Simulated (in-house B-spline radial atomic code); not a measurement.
Ionising the bismuth ion Bi³⁺ with different functionals

Computed with a B-spline radial code for spherical atoms: scalar-relativistic (spin-free X2C) Hamiltonian, Fermi nucleus of rms radius 5.5211 fm, spin-polarised at highest spin, spherical fractional occupations for the functionals, and exact exchange of hybrids averaged over the configuration. The ionisation energy is the difference of two self-consistent energies, [Xe] 4f14 5d10 6s2 → [Xe] 4f14 5d10 6s1, without Breit or QED terms; ε is the level of the shell that loses the electron (its least bound occupied spin orbital). There is no spin-orbit coupling in this Hamiltonian.

| method | rung | ΔSCF (eV) | -ε(6s) (eV) |
| --- | --- | --- | --- |
| PBE0 | global hybrid | 44.68 | 40.93 |
| B3LYP | global hybrid | 45.05 | 40.93 |
| TPSSh | global hybrid | ? | ? |
| BHandHLYP | global hybrid | 44.44 | 41.94 |
| r2SCAN0 | global hybrid | 44.53 | 41.13 |
| B97-1 | global hybrid | 44.83 | 40.70 |
| HSE06 | range-separated hybrid | 44.70 | 40.54 |
| wB97X | range-separated hybrid | ? | ? |
| CAM-B3LYP | range-separated hybrid | 44.95 | 42.52 |
| LC-wPBE | range-separated hybrid | 44.53 | 43.67 |

Problem. What does wB97X give?

Solution. ΔSCF 44.57 eV, and -ε(6s) = 43.29 eV.

Problem. What does TPSSh give?

Solution. ΔSCF 44.62 eV, and -ε(6s) = 40.16 eV.

Problem. Among the functionals, which spreads more, the ΔSCF values or the orbital energies?

Solution. The orbital energies: ΔSCF values span about 0.61 eV and the orbital energies 3.51 eV; here energy differences depend much less on the functional than eigenvalues do.

Problem. How do they compare with the NIST value?

Solution. NIST lists 45.37 eV ± 0.06 (measured, ground level to ground level). Errors run from -0.93 to -0.32 eV; B3LYP is closest (-0.32 eV), but part of that can be cancellation, since the calculations leave out Breit-QED terms.
